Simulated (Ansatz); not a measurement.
```yaml
crystal:
  periodic: [false, false, false]
  atoms:
    - {symbol: F, position_ang: [-1.348001, -2.030534, -0.323596]}
    - {symbol: Sb, position_ang: [-1.298659, -0.593577, 0.947207]}
    - {symbol: Si, position_ang: [0.333215, 0.798382, -0.531440]}
    - {symbol: Cl, position_ang: [0.482296, -1.411488, 2.242242]}
    - {symbol: H, position_ang: [1.412300, -0.106043, -0.995574]}
    - {symbol: H, position_ang: [0.885020, 1.899170, 0.301297]}
    - {symbol: H, position_ang: [-0.404872, 1.375992, -1.685935]}
basis:
  gaussian: {orbitals: def2-TZVP, point_charges: [{charge: 0.50, position_ang: [4.014, 0.921, 0.711]}]}
hamiltonian: {xc: {name: wB97X}}
multiplicity: 3
```

```sh
$ ansatz run in.yaml --threads 4 --pin off --events-out ev --progress --plain --max-ram 10444MiB
```

It prints (some lines left out):

```
Error: YAML parse error: error: line 14 column 1: unknown field `multiplicity`, expected one of crystal, accuracy, basis, kpoints, hamiltonian, magnetization, projection, total_charge, correlation, batch, efield, external_charges, scf, relax, neb, saddle, md, ramp, phonons, dielectric, real_time, elastic, magnetic_configurations, gw, evaluate, workflow, output, checkpoint, execution
12 |   gaussian: {orbitals: def2-TZVP, point_charges: [{charge: 0.50, …
13 | hamiltonian: {xc: {name: wB97X}}
14 | multiplicity: 3
```

(1) What is wrong with this run?

Answers

(1) The input holds a key that doesn't belong there. The program refused the input.
